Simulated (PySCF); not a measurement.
H3O (SMILES [OH3+]), charge +1, singlet, at a GFN2-xTB geometry; DF-REVPBE/def2-SVPD (PySCF).

Here is a job for PySCF.
```python
from pyscf import gto, scf, dft

mol = gto.Mole()
mol.atom = '''
    O     0.07094020    0.00288768    0.03133554
    H    -0.02512652    0.80502202   -0.52984156
    H     0.02737561   -0.82471664   -0.49851471
    H    -0.56977067   -0.00340678    0.77767195
'''
mol.basis = 'def2-svpd'
mol.charge = 1
mol.verbose = 4
mol.build()

mf = dft.RKS(mol)
mf.xc = 'revpbe'
mf = mf.density_fit(auxbasis='def2-universal-jkfit')
mf.kernel()
```

Question: Predict the main parts of the log of this PySCF run.

Answer: 
```
PySCF version 2.14.0

[INPUT] verbose = 4
[INPUT] num. atoms = 4
[INPUT] num. electrons = 10
[INPUT] charge = 1
[INPUT] spin (= nelec alpha-beta = 2S) = 0
[INPUT] symmetry False subgroup None
[INPUT] Mole.unit = angstrom
[INPUT] Symbol           X                Y                Z      unit          X                Y                Z       unit  Magmom
[INPUT]  1 O      0.070940200000   0.002887680000   0.031335540000 AA    0.134057549222   0.005456924335   0.059215588565 Bohr   0.0
[INPUT]  2 H     -0.025126520000   0.805022020000  -0.529841560000 AA   -0.047482241263   1.521271142044  -1.001255437812 Bohr   0.0
[INPUT]  3 H      0.027375610000  -0.824716640000  -0.498514710000 AA    0.051732405393  -1.558488579972  -0.942056270967 Bohr   0.0
[INPUT]  4 H     -0.569770670000  -0.003406780000   0.777671950000 AA   -1.076710520110  -0.006437881167   1.469587000256 Bohr   0.0

nuclear repulsion = 13.8847659943723
number of shells = 21
number of NR pGTOs = 63
number of NR cGTOs = 47
basis = def2-svpd
ecp = {}

******** <class 'pyscf.df.df_jk.DFRKS'> ********
method = DFRKS
initial guess = minao
damping factor = 0
level_shift factor = 0
DIIS = <class 'pyscf.scf.diis.CDIIS'>
diis_start_cycle = 1
diis_space = 8
diis_damp = 0
SCF conv_tol = 1e-09
SCF conv_tol_grad = None
SCF max_cycles = 50
direct_scf = False
XC library pyscf.dft.libxc version 7.1.2
    S. Lehtola, C. Steigemann, M. J. T. Oliveira, and M. A. L. Marques,  SoftwareX 7, 1–5 (2018)
XC functionals = revpbe
    Y. Zhang and W. Yang,  Phys. Rev. Lett. 80, 890 (1998)
    J. P. Perdew, K. Burke, and M. Ernzerhof,  Phys. Rev. Lett. 77, 3865 (1996)
    J. P. Perdew, K. Burke, and M. Ernzerhof,  Phys. Rev. Lett. 78, 1396 (1997)
radial grids:
    Treutler-Ahlrichs [JCP 102, 346 (1995); DOI:10.1063/1.469408] (M4) radial grids

becke partition: Becke, JCP 88, 2547 (1988); DOI:10.1063/1.454033
pruning grids: <function nwchem_prune>
grids dens level: 3
symmetrized grids: False
atomic radii adjust function: <function treutler_atomic_radii_adjust>
small_rho_cutoff = 0
Set gradient conv threshold to 3.16228e-05
Initial guess from minao.
tot grids = 43512
init E= -76.9750343453413
  HOMO = -0.446625772144181  LUMO = -0.0544260717905662  gap/eV = 10.67230
cycle= 1 E= -76.6038137011928  delta_E= 0.371  |g|= 0.376  |ddm|= 1.61
  HOMO = -0.605311804803853  LUMO = -0.287917969947555  gap/eV = 8.63673
cycle= 2 E= -76.5715410807389  delta_E= 0.0323  |g|= 0.564  |ddm|= 0.521
  HOMO = -0.698143378933576  LUMO = -0.305253799315729  gap/eV = 10.69107
cycle= 3 E= -76.6275740255163  delta_E= -0.056  |g|= 0.0495  |ddm|= 0.333
  HOMO = -0.688366615200303  LUMO = -0.299100680162284  gap/eV = 10.59247
cycle= 4 E= -76.6280200812297  delta_E= -0.000446  |g|= 0.00598  |ddm|= 0.0311
  HOMO = -0.68704300120775  LUMO = -0.298843285190061  gap/eV = 10.56345
cycle= 5 E= -76.6280267329976  delta_E= -6.65e-06  |g|= 0.000143  |ddm|= 0.00453
  HOMO = -0.68705499613402  LUMO = -0.298868965558069  gap/eV = 10.56308
cycle= 6 E= -76.6280267376231  delta_E= -4.63e-09  |g|= 3.94e-05  |ddm|= 0.000174
  HOMO = -0.687063006536898  LUMO = -0.298871663778705  gap/eV = 10.56322
cycle= 7 E= -76.6280267379132  delta_E= -2.9e-10  |g|= 1.31e-06  |ddm|= 3.2e-05
  HOMO = -0.687062371504306  LUMO = -0.298871479611487  gap/eV = 10.56321
Extra cycle  E= -76.6280267379129  delta_E= 2.84e-13  |g|= 2.13e-06  |ddm|= 2.12e-06
converged SCF energy = -76.6280267379129
```
